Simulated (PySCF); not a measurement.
# Correlation energy of Zr⁺ (zirconium, charge +1)

[Kr] 4d3, high-spin 4F determinant (an excited configuration). All numbers are calculated (PySCF 2.14, a scalar-relativistic core potential, in aug-cc-pwCVDZ-PP with ECP28MDF (6s6p5d3f, 70 functions)). Frozen: 4s2 4p6; 3 electrons correlated.

```tsv
level	correlation energy (mhartree)
CCSD	-19.11
(T)	-0.13
CCSD(T)	-19.24
```

Diagnostics: T1 = 0.0035, D1 = 0.0049, largest double amplitude 0.024.

Cost of the coupled-cluster step: of the order of 6 core-seconds, for 3 correlated electrons.

Iterations:

```
CC2 = 0
CCSD nocc = (np.int64(3), np.int64(0)), nmo = (66, 66)
frozen orbitals [[0, 1, 2, 3], [0, 1, 2, 3]]
max_cycle = 100
direct = 0
conv_tol = 1e-08
conv_tol_normt = 1e-06
diis_space = 8
diis_start_cycle = 0
Init t2, MP2 energy = -0.0146810498571733
Init E_corr(UCCSD) = -0.0146810498571926
cycle = 1  E_corr(UCCSD) = -0.0179363738303152  dE = -0.00325532397  norm(t1,t2) = 0.022149
cycle = 2  E_corr(UCCSD) = -0.0187383475925915  dE = -0.000801973762  norm(t1,t2) = 0.00813132
cycle = 3  E_corr(UCCSD) = -0.0191377064502328  dE = -0.000399358858  norm(t1,t2) = 0.00403962
cycle = 4  E_corr(UCCSD) = -0.0191102362775635  dE = 2.74701727e-05  norm(t1,t2) = 0.00116885
cycle = 5  E_corr(UCCSD) = -0.0191147194851691  dE = -4.48320761e-06  norm(t1,t2) = 0.000243378
cycle = 6  E_corr(UCCSD) = -0.0191145908671706  dE = 1.28617999e-07  norm(t1,t2) = 4.95884e-05
cycle = 7  E_corr(UCCSD) = -0.0191149225143391  dE = -3.31647169e-07  norm(t1,t2) = 1.42929e-05
cycle = 8  E_corr(UCCSD) = -0.0191147659323973  dE = 1.56581942e-07  norm(t1,t2) = 2.68912e-06
cycle = 9  E_corr(UCCSD) = -0.0191147953853447  dE = -2.94529474e-08  norm(t1,t2) = 3.84045e-07
cycle = 10  E_corr(UCCSD) = -0.0191147929472368  dE = 2.43810796e-09  norm(t1,t2) = 5.92611e-08
UCCSD converged
E(UCCSD) = -46.11624721688337  E_corr = -0.01911479294723678
UCCSD(T) correction = -0.000129917565685655
```
